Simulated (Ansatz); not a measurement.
Cost and result up the ladder for Ga₆ (6 atoms). The state is a singlet with charge 0. Geometry: r2SCAN-D4/def2-SVP.

| atom | x (Å) | y (Å) | z (Å) |
| --- | --- | --- | --- |
| Ga1 | 0.789 | -1.650 | 1.029 |
| Ga2 | -1.207 | 1.283 | 0.554 |
| Ga3 | -1.644 | -1.189 | 0.537 |
| Ga4 | 1.606 | 0.144 | -1.343 |
| Ga5 | -0.828 | 0.602 | -1.832 |
| Ga6 | 1.283 | 0.811 | 1.055 |

Ansatz on 4 threads of Arm Neoverse V2 on a shared host. Times are rough, and most runs start from the orbitals of an earlier one. No level here is sound enough to serve as a yardstick. Binding counts from free atoms at the same level (Ga doublet; other spins of the atoms weren't run), without zero-point energy or a counterpoise term.

The 6-31G sets use Cartesian d functions. B3LYP takes the VWN-RPA correlation. Correlated methods freeze 54 core orbitals; core or outer-core shells of Ga are correlated, in sets that lack core-valence functions. The structure comes from a short search, and lower isomers may exist.

Run but left out: HF/STO-3G, HF/6-31G, BHLYP-D4/def2-TZVP, BHLYP-D4/def2-TZVPD (restricted singlet, unstable in another Hartree–Fock run and untested here).

Correlated methods converge slowly with the basis.

```json
{"level": "PBE-D4/def2-SVP", "functions": "192", "wall time": "3.6 s", "binding energy per atom (eV)": "1.93", "remarks": "restricted SCF unstable in HF"}
{"level": "PBE-D4/def2-TZVP", "functions": "288", "wall time": "6.5 s", "binding energy per atom (eV)": "1.93", "remarks": "restricted SCF unstable in HF"}
{"level": "BLYP-D4/def2-TZVP", "functions": "288", "wall time": "7 s", "binding energy per atom (eV)": "1.71", "remarks": "restricted SCF unstable in HF"}
{"level": "B3LYP-D4/6-31G", "functions": "174", "wall time": "7 s", "binding energy per atom (eV)": "1.68", "remarks": "restricted SCF unstable in HF"}
{"level": "PBE0-D4/def2-SVP", "functions": "192", "wall time": "9 s", "binding energy per atom (eV)": "1.80", "remarks": "restricted SCF unstable in HF"}
{"level": "PBE-D4/def2-TZVPD", "functions": "324", "wall time": "11 s", "binding energy per atom (eV)": "1.93", "remarks": "restricted SCF unstable in HF"}
{"level": "r2SCAN-D4/def2-TZVP", "functions": "288", "wall time": "17 s", "binding energy per atom (eV)": "1.89", "remarks": "restricted SCF unstable in HF"}
{"level": "RPA@PBE/def2-TZVP", "functions": "288", "wall time": "17 s", "binding energy per atom (eV)": "1.63", "remarks": "restricted SCF unstable in HF"}
{"level": "PBE0-D4/def2-TZVPD", "functions": "324", "wall time": "24 s", "binding energy per atom (eV)": "1.81", "remarks": "restricted SCF unstable in HF"}
{"level": "MP2/def2-TZVP", "functions": "288", "wall time": "26 s", "binding energy per atom (eV)": "2.11", "remarks": "restricted SCF unstable"}
{"level": "PBE0-D4/def2-TZVP", "functions": "288", "wall time": "26 s", "binding energy per atom (eV)": "1.80", "remarks": "restricted SCF unstable in HF"}
```
